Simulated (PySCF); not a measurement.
Job file and geometry (Å, from GFN2-xTB) of an NMR shielding run on SMILES C=C[SiH2]/C=C/SC, C₅H₁₀SSi, GIAO PBE0/pcSseg-1 NMR shielding, non-relativistic, gas phase in PySCF; density fitting, a coarse starting grid and PySCF grid level 2 are the driver's defaults:

```
$ OMP_NUM_THREADS=1 python probes_run.py task.json out

{"job": {"kind": "nmr", "xc": "PBE0", "basis": "pcSseg-1"}, "charge": 0, "multiplicity": 1}
C     -2.112131     2.290187    -0.481491
C     -2.523079     1.099806    -0.072972
Si    -1.655150    -0.524661    -0.471169
C      0.176251    -0.416446    -0.065848
C      0.725857     0.566049     0.638335
S      2.401605     0.780890     1.090819
C      3.216554    -0.678289     0.382382
H     -2.636778     3.203358    -0.240385
H     -1.223136     2.408678    -1.081003
H     -3.426681     1.050060     0.523060
H     -2.269539    -1.602525     0.317999
H     -1.784722    -0.834073    -1.903066
H      0.800515    -1.221264    -0.430233
H      0.141027     1.388701     1.021384
H      4.265536    -0.597788     0.647920
H      3.105897    -0.670847    -0.698128
H      2.790977    -1.580347     0.812486
```

Problem. Write the output of this run.

Solution. 
```
coarse grid: 14880 points
cycle   1  E = -883.5370422128  dE =  5.745e-01  |g| = 4.149e-01  |ddm| = 3.751e+00
cycle   2  E = -883.5234742181  dE =  1.357e-02  |g| = 4.712e-01  |ddm| = 7.856e-01
cycle   3  E = -883.5809416764  dE = -5.747e-02  |g| = 8.597e-02  |ddm| = 4.918e-01
cycle   4  E = -883.5827916133  dE = -1.850e-03  |g| = 3.397e-02  |ddm| = 1.295e-01
cycle   5  E = -883.5830968537  dE = -3.052e-04  |g| = 8.059e-03  |ddm| = 3.747e-02
cycle   6  E = -883.5831127025  dE = -1.585e-05  |g| = 2.837e-03  |ddm| = 1.187e-02
cycle   7  E = -883.5831146090  dE = -1.907e-06  |g| = 6.179e-04  |ddm| = 3.020e-03
final grid: 133432 points
cycle   8  E = -883.6286650880  dE = -3.716e-05  |g| = 9.338e-03  |ddm| = 3.056e-02
cycle   9  E = -883.6286533273  dE =  1.176e-05  |g| = 1.148e-02  |ddm| = 1.767e-02
cycle  10  E = -883.6286870241  dE = -3.370e-05  |g| = 1.047e-03  |ddm| = 1.118e-02
cycle  11  E = -883.6286873045  dE = -2.803e-07  |g| = 3.807e-04  |ddm| = 1.562e-03
cycle  12  E = -883.6286873416  dE = -3.718e-08  |g| = 1.030e-04  |ddm| = 4.070e-04
cycle  13  E = -883.6286873440  dE = -2.331e-09  |g| = 3.934e-05  |ddm| = 1.229e-04
cycle  14  E = -883.6286873444  dE = -3.918e-10  |g| = 7.374e-06  |ddm| = 3.936e-05
converged SCF energy = -883.6286873444

GIAO shielding tensors (ppm)
atom      isotropic    diamagn.    paramagn.     s11        s22        s33       span
  0 C       40.210     254.930    -214.719    -89.921     42.511    168.042    257.963
  1 C       50.563     261.545    -210.982    -69.434     40.407    180.716    250.149
  2 Si     408.881     882.144    -473.264    376.176    409.405    441.060     64.884
  3 C       74.100     261.499    -187.399    -27.445     63.903    185.841    213.286
  4 C       33.169     258.768    -225.600    -83.439     34.862    148.082    231.521
  5 S      450.073    1056.570    -606.497    239.332    442.647    668.240    428.908
  6 C      169.570     252.344     -82.774    159.368    166.665    182.678     23.311
  7 H       24.896      27.904      -3.008     21.667     24.851     28.170      6.502
  8 H       25.461      33.523      -8.062     21.140     25.364     29.878      8.739
  9 H       25.222      29.332      -4.110     23.713     25.035     26.917      3.205
 10 H       26.976      29.724      -2.748     23.637     25.254     32.035      8.399
 11 H       26.956      29.679      -2.722     23.766     25.218     31.886      8.120
 12 H       26.506      35.601      -9.095     23.735     24.279     31.504      7.769
 13 H       24.838      34.806      -9.969     21.054     22.868     30.592      9.538
 14 H       29.532      27.862       1.670     24.660     26.717     37.219     12.560
 15 H       29.486      31.485      -1.999     25.004     27.084     36.370     11.366
 16 H       29.483      31.195      -1.712     25.011     27.018     36.420     11.409
```

Problem. Turn these shieldings into chemical shifts. Referencing at the same level of theory: $^{13}$C (σ = 186.93 ppm), $^{29}$Si (σ = 349.16 ppm), $^{1}$H (σ = 31.72 ppm) vs TMS; $^{33}$S (σ = 503.73 ppm) against CS2.

Solution. Averaging equivalent atoms: C 4: 153.8; C 0: 146.7; C 1: 136.4; C 3: 112.8; C 6: 17.4; Si 2: -59.7; S 5: 54; H 13: 6.88; H 7: 6.82; H 9: 6.50; H 8: 6.26; H 12: 5.21; H 10/11: 4.75; H 14/15/16: 2.22 ppm. 

Size and cost of the density-fitted run: 183 basis functions, 49 s wall time on 1 thread of an Arm Neoverse N1, shared host; peak memory 0.77 GiB.
